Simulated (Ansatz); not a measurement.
Reaction (redistribution): `O[SiH2]O[SiH](Cl)Cl` + `[OH][Al]([SH])[Cl]` → `Cl[SiH2]O[SiH](Cl)Cl` + `[OH][Al]([OH])[SH]`

Program: Ansatz. Geometries: PBE0-D4/def2-TZVP. ΔE: electronic, gas phase. CCSD(T)/CBS adds triple-zeta CCSD(T) − MP2 to the extrapolated MP2 energy (def2 sets, frozen cores). This one scheme is used for every species. DFT in def2-TZVPP. One conformer a species, not always the lowest.

```csv
level,ΔE (eV)
ωB97M-V,0.39
r2SCAN,0.40
```

(1) What does CCSD(T)/CBS give? (Estimate.)

Largest T1 diagnostic among the species: 0.012.

Answers

(1) Computed: +0.38 eV. The listed levels differ from it by 0.01, 0.02 eV.

In def2-TZVPP, CCSD(T) changes the Hartree–Fock value by −0.07 eV (the triples alone add −0.00 eV) and MP2 by −0.08 eV.
